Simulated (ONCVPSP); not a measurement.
u(r) = r·R(r): atom against pseudo-atom (V (Z = 23))

Columns: radius, all-electron u(r) and pseudo u(r) of the 3d shell (level -17.14 eV) of vanadium in the configuration [Ne] 3s2 3p6 3d3 4s0.5; LDA (Perdew-Zunger), scalar-relativistic, ONCV scheme, ONCVPSP 4.0.1.

```json
{"r (bohr)": "0.095", "all-electron": "0.0364", "pseudo": "0.0058"}
{"r (bohr)": "0.190", "all-electron": "0.1625", "pseudo": "0.0437"}
{"r (bohr)": "0.285", "all-electron": "0.3282", "pseudo": "0.1337"}
{"r (bohr)": "0.380", "all-electron": "0.4881", "pseudo": "0.2763"}
{"r (bohr)": "0.475", "all-electron": "0.6201", "pseudo": "0.4521"}
{"r (bohr)": "0.570", "all-electron": "0.7177", "pseudo": "0.6298"}
{"r (bohr)": "0.665", "all-electron": "0.7823", "pseudo": "0.7784"}
{"r (bohr)": "0.760", "all-electron": "0.8187", "pseudo": "0.8770"}
{"r (bohr)": "0.855", "all-electron": "0.8330", "pseudo": "0.9200"}
{"r (bohr)": "0.950", "all-electron": "0.8306", "pseudo": "0.9149"}
{"r (bohr)": "1.045", "all-electron": "0.8163", "pseudo": "0.8780"}
{"r (bohr)": "1.140", "all-electron": "0.7936", "pseudo": "0.8277"}
{"r (bohr)": "1.235", "all-electron": "0.7655", "pseudo": "0.7784"}
{"r (bohr)": "1.330", "all-electron": "0.7338", "pseudo": "0.7364"}
{"r (bohr)": "1.425", "all-electron": "0.7000", "pseudo": "0.7001"}
{"r (bohr)": "1.520", "all-electron": "0.6652", "pseudo": "0.6652"}
{"r (bohr)": "1.615", "all-electron": "0.6302", "pseudo": "0.6302"}
{"r (bohr)": "1.710", "all-electron": "0.5954", "pseudo": "0.5954"}
{"r (bohr)": "1.805", "all-electron": "0.5614", "pseudo": "0.5613"}
{"r (bohr)": "1.900", "all-electron": "0.5282", "pseudo": "0.5282"}
{"r (bohr)": "1.995", "all-electron": "0.4963", "pseudo": "0.4962"}
{"r (bohr)": "2.090", "all-electron": "0.4655", "pseudo": "0.4655"}
{"r (bohr)": "2.185", "all-electron": "0.4361", "pseudo": "0.4361"}
{"r (bohr)": "2.280", "all-electron": "0.4081", "pseudo": "0.4081"}
{"r (bohr)": "2.375", "all-electron": "0.3815", "pseudo": "0.3814"}
{"r (bohr)": "2.470", "all-electron": "0.3562", "pseudo": "0.3562"}
```

(1) How many radial nodes do the two functions have?

(2) At about which radius was the pseudo-wave matched?

(3) Where does each function peak?

(4) Is the pseudo-wave norm-conserving?

Answers

(1) The all-electron 3d function has n − l − 1 = 0; the pseudo-wave has 0.

(2) 1.50 bohr, where the columns begin to agree (steps of 0.10 bohr).

(3) Outermost all-electron maximum near 0.85 bohr, pseudo maximum near 0.85 bohr (to the table’s step).

(4) Yes: the ONCV scheme keeps the norm inside the radius equal to the all-electron one, which fixes the energy derivative of the logarithmic derivative at the level.
